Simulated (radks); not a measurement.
Task: The mean radii <r> (bohr) of the occupied orbitals of an atom or ion are listed with their occupations. All-electron calculation, non-relativistic Kohn-Sham, BLYP, spin-polarised, spherical densities, point nucleus. Program: a radial shooting solver on a logarithmic mesh with Libxc functionals.

orbital  occ.      <r>
1s up       1  0.06156
1s down     1  0.06156
2s up       1   0.2828
2s down     1   0.2823
2p up       3   0.2485
2p down     3   0.2480
3s up       1   0.8592
3s down     1   0.8639
3p up       3   0.9059
3p down     3   0.9144
3d up       5    1.179
4s up       1    2.968
4p up       1    4.074

Name the element and its charge. Open shells, if any, are filled with parallel spins first.

Result: Z = 25, manganese, charge 0: Mn in [Ar] 3d5 4s1 4p1. The 1s radius gives Z: for a bare nucleus <r> = 1.5/Z, 0.06 bohr for Z = 25, and screening makes it slightly larger (0.06156 here). The occupations add up to 25, and the charge is Z minus that.
